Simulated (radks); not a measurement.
Values are calculated unless marked as measured or tabulated.
Excited configurations of Cu: one electron is placed in a higher orbital outside [Ar] 3d10. The ground configuration is [Ar] 3d10 4s1. Level of theory: scalar-relativistic Kohn-Sham, PBE, spin-polarised, spherical densities, finite nucleus; open shells are filled with parallel spins first; Fermi nuclear charge, rms radius 3.8823 fm (a radial shooting solver on a logarithmic mesh with Libxc functionals). Excitation = E - E(ground); binding = E(ion) - E, where the ion is the core of charge +1; n* = 1/sqrt(2 binding) in atomic units, and the quantum defect is n - n*.

| outer orbital | excitation (eV) | binding (eV) | n* | quantum defect | eigenvalue (eV) | <r> (bohr) |
|---|---|---|---|---|---|---|
| 4p | 4.203 | 4.179 | 1.804 | 2.196 | -1.942 | 4.401 |
| 4d | 6.723 | 1.660 | 2.863 | 1.137 | -0.800 | 9.918 |
| 4f | 7.418 | 0.964 | 3.757 | 0.243 | -0.482 | 16.78 |
| 5s | 5.645 | 2.737 | 2.229 | 2.771 | -1.672 | 7.989 |
| 5f | 7.713 | 0.669 | 4.510 | 0.490 | -0.405 | 28.53 |
| 6s | 6.961 | 1.421 | 3.095 | 2.905 | -0.910 | 15.70 |
| 6d | 7.674 | 0.708 | 4.382 | 1.618 | -0.452 | 30.01 |
| 7d | 7.872 | 0.510 | 5.166 | 1.834 | -0.343 | 43.69 |

Estimate the row for 6p.

Answer. excitation (eV) 7.268; binding (eV) 1.114; n* 3.495; quantum defect 2.505; eigenvalue (eV) -0.708; <r> (bohr) 19.38. The Delta-SCF ionisation energy is 8.382 eV (NIST Atomic Spectra Database: 7.726 eV, measured). Self-interaction in the functional shifts the binding energies and quantum defects, so they are the method's values and not measured ones.
